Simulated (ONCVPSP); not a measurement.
## Which change was made? (Se, ONCV)

- Element: Se (Z = 34)
- Generator: ONCVPSP 4.0.1
- Type: optimised norm-conserving Vanderbilt (ONCV)
- Functional: PBE
- Relativity: scalar-relativistic
- Frozen core: [Ar] 3d10
- Valence charge: 6
- Reference configuration: 4s2 4p4
- Partial waves: 4s: rc 1.60 bohr, ncon 4, nbas 7, qcut 4.7 1/bohr, 2 projectors, debl 0.6 Ha; 4p: rc 1.60 bohr, ncon 3, nbas 6, qcut 4.4 1/bohr, 2 projectors, debl 2.3 Ha; d scattering state at 0.3 Ha: rc 1.70 bohr, ncon 4, nbas 8, qcut 6.6 1/bohr, 2 projectors, debl 2 Ha
- Local potential: polynomial inside 1.10 bohr (lpopt 5, dvloc0 4 Ha)
- Core correction: none

In the s channel the program set the typed energies aside and used -0.635, 0.250 Ha.

Cutoffs, loose and tight: the cutoffs (Ha) at which the residual kinetic energy of the hardest occupied pseudo-wave falls to 1 and 0.1 mHa per electron. They do not see the model core or the augmentation charge, which bear on the density cutoff. Test errors are all-electron minus pseudo excitation energies from the reference, over the configurations 4s2 4p3; 4s2 4p2; 4s2 4p1; 4s2 4p3.5; variants that change the core or the reference have their own tests.

The base gives: outcome: generated, projector energies reset by the program; cutoff, loose: 12 Ha; cutoff, tight: 37 Ha; bound ghosts: d; GHOST(+) flags above zero: s; largest test error (meV): -65.

(1) After one change the result is: outcome: generated, projector energies reset by the program; cutoff, loose: 9.5 Ha; cutoff, tight: 35 Ha; bound ghosts: d; GHOST(+) flags above zero: s; largest test error (meV): -50. Which change was it?
A. s: debl 4.8
B. functional PBEsol
C. s: rc 2.14
D. core [Ne], valence charge 24; reference 3s2 3p6 3d10 4s2 4p4; waves now 3s+4s: rc 1.00 bohr, ncon 4, nbas 7, qcut 13 1/bohr, 2 projectors; 3p+4p: rc 0.40 bohr, ncon 4, nbas 8, qcut 31.8 1/bohr, 2 projectors; 3d: rc 0.90 bohr, ncon 5, nbas 9, qcut 16.6 1/bohr, 2 projectors, debl 3.2 Ha; f scattering state at 0.27 Ha: rc 1.00 bohr, ncon 3, nbas 6, qcut 12.8 1/bohr, 2 projectors, debl 2.9 Ha; local potential polynomial inside 0.30 bohr (lpopt 5, dvloc0 0 Ha)

## Answers

(1) C. The others give: functional PBEsol → outcome: generated, projector energies reset by the program; cutoff, loose: 12 Ha; cutoff, tight: 38 Ha; bound ghosts: d; GHOST(+) flags above zero: s; largest test error (meV): -52 | core [Ne], valence charge 24; reference 3s2 3p6 3d10 4s2 4p4; waves now 3s+4s: rc 1.00 bohr, ncon 4, nbas 7, qcut 13 1/bohr, 2 projectors; 3p+4p: rc 0.40 bohr, ncon 4, nbas 8, qcut 31.8 1/bohr, 2 projectors; 3d: rc 0.90 bohr, ncon 5, nbas 9, qcut 16.6 1/bohr, 2 projectors, debl 3.2 Ha; f scattering state at 0.27 Ha: rc 1.00 bohr, ncon 3, nbas 6, qcut 12.8 1/bohr, 2 projectors, debl 2.9 Ha; local potential polynomial inside 0.30 bohr (lpopt 5, dvloc0 0 Ha) → outcome: generated; cutoff, loose: 470 Ha; cutoff, tight: 1087 Ha; bound ghosts: s, p; GHOST(+) flags above zero: f; largest test error (meV): +13 | s: debl 4.8 → outcome: generated; cutoff, loose: 12 Ha; cutoff, tight: 37 Ha; bound ghosts: d; GHOST(+) flags above zero: s; largest test error (meV): -64.
